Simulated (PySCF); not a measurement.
Continuum solvent and chemical shifts

Bonds (- single, = double, # triple, : aromatic): C1-C2, C2=O3, C2-O4, O4-C5, C5-S6, S6-C7, C7-C8, C8-S9, S9-C5. C1 carries H10, H11, H12; C5 carries H13; C7 carries H14, H15; C8 carries H16, H17. H15, H17 are cis to O4 on the ring; H14, H16 are trans to O4 on the ring.

GIAO PBE0/pcSseg-1 in PySCF on one PBE0-D3(BJ)/def2-SVP conformer, non-relativistic, equivalent nuclei averaged. Solvents enter as an IEF-PCM continuum (benzene with ε = 2.3, methanol with ε = 32.6) around the gas-phase geometry. Shifts are referred to TMS, CS2 computed in the same medium.

In benzene, δ in ppm: C2 174.7, C5 90.3, C7/C8 43.2, C1 23.0, S6/S9 117.0, H13 7.16, H15/H17 3.22, H14/H16 3.03, H10/H11/H12 2.02. Dipole moment 3.83 D.

Question: How does each δ change in the more polar medium?

Answer: 
```
      atoms                                  environment  Δδ, methanol
         C2                        ester carbonyl carbon          +2.6
         C5                   sp3 CH bonded to O and 2 S          +0.5
      C7/C8                          sp3 CH2 bonded to S          +0.9
         C1                methyl carbon α to a carbonyl          +0.8
      S6/S9                               sulfide sulfur          -6.0
        H13    hydrogen on an sp3 CH bonded to O and 2 S         -0.01
    H15/H17           hydrogen on an sp3 CH2 bonded to S         +0.13
    H14/H16           hydrogen on an sp3 CH2 bonded to S         +0.17
H10/H11/H12  hydrogen on a methyl carbon α to a carbonyl         +0.10
```

Changes are relative to benzene. The dipole moment becomes 4.46 D in methanol.

Question: Which nuclei move most (in ppm), and what does the model miss?

Answer: S6/S9 (sulfide sulfur, -6.0 ppm) in methanol. A continuum only polarises the solute; specific hydrogen bonds, the anisotropy of aromatic solvents and changes of geometry or conformer are outside it.
